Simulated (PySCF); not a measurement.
Vibration and rotation of MgBr

UHF-CCSD(T) constants of MgBr, ²Σ⁺ (doublet), unpaired electrons σ ↑ (PySCF, no relativity, basis sets Mg aug-pcseg-1, Br aug-pcseg-1; masses 23.9850 and 78.9183 u):

```
ωe              : 341.9 cm⁻¹
ωexe            : 1.12 cm⁻¹
Be              : 0.15387 cm⁻¹
αe              : 0.000792 cm⁻¹
D (centrifugal) : 1.25e-07 cm⁻¹
De to Mg + Br   : 2.57 eV
```

Question: Give the vibrational terms G(v) and spacings up to v = 6.

Answer: G(v) = ωe(v+½) − ωexe(v+½)².

```json
{"v": "0", "G(v) (cm⁻¹)": "170.7", "G(v) − G(v−1)": "", "Bv (cm⁻¹)": "0.1535"}
{"v": "1", "G(v) (cm⁻¹)": "510.3", "G(v) − G(v−1)": "339.7", "Bv (cm⁻¹)": "0.1527"}
{"v": "2", "G(v) (cm⁻¹)": "847.8", "G(v) − G(v−1)": "337.4", "Bv (cm⁻¹)": "0.1519"}
{"v": "3", "G(v) (cm⁻¹)": "1182.9", "G(v) − G(v−1)": "335.2", "Bv (cm⁻¹)": "0.1511"}
{"v": "4", "G(v) (cm⁻¹)": "1515.9", "G(v) − G(v−1)": "332.9", "Bv (cm⁻¹)": "0.1503"}
{"v": "5", "G(v) (cm⁻¹)": "1846.6", "G(v) − G(v−1)": "330.7", "Bv (cm⁻¹)": "0.1495"}
{"v": "6", "G(v) (cm⁻¹)": "2175.0", "G(v) − G(v−1)": "328.5", "Bv (cm⁻¹)": "0.1487"}
```

Question: How well does the Morse estimate ωe²/(4ωexe) reproduce De, and what is D0?

Answer: It gives 3.24 eV, 126 % of the computed De. D0 = De − G(0) = 2.57 − 0.02 = 2.55 eV.

Correlated steps freeze 10 core orbitals. Correlated levels converge slowly with the basis: in double zeta they bind strong bonds too weakly, by up to about 1 eV, and carry superposition errors of some tenths. Spin–orbit coupling is left out. The state is the lowest determinant that a PBE0 search found; another state may lie lower at other levels.
